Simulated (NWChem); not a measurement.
Atomisation of C2HF4

SMILES: F[CH]C(F)(F)F
```xyz
7

F      1.7937    -0.8975    -0.1438
C      1.1043     0.2282    -0.3089
C     -0.3515     0.1742     0.0157
F     -0.5873     0.0306     1.3496
F     -0.9621    -0.8600    -0.6019
F     -0.9322     1.3287    -0.3785
H      1.6751     1.1696    -0.2697
```
Charge 0, spin multiplicity 2.

The numbers come from NWChem runs, not from measurements. All single points use one geometry, from UPBE/def2-SVP, a minimum by its harmonic frequencies.

Basis set: def2-TZVP. The atomisation energy is electronic alone: no zero-point, thermal, spin-orbit or counterpoise terms. No value is extrapolated to the basis-set limit. Free atoms are single determinants with multiplicities F 2, C 3, H 2. Correlated methods freeze the same cores in atoms and molecule, 6 orbitals in all.

The structure started from a generated list of species. No SCF solution was tested for a lower state. Open-shell Hartree-Fock references start from PBE0 orbitals.

Order these methods by the atomisation energy they give, lowest first: LC-wPBE (omega 0.3 per bohr), HF, MP2, LDA (SVWN5), PBE0.

HF (438.3 kcal/mol), PBE0 (657.9 kcal/mol), MP2 (660.7 kcal/mol), LC-wPBE (omega 0.3 per bohr) (677.2 kcal/mol), LDA (SVWN5) (805.8 kcal/mol)
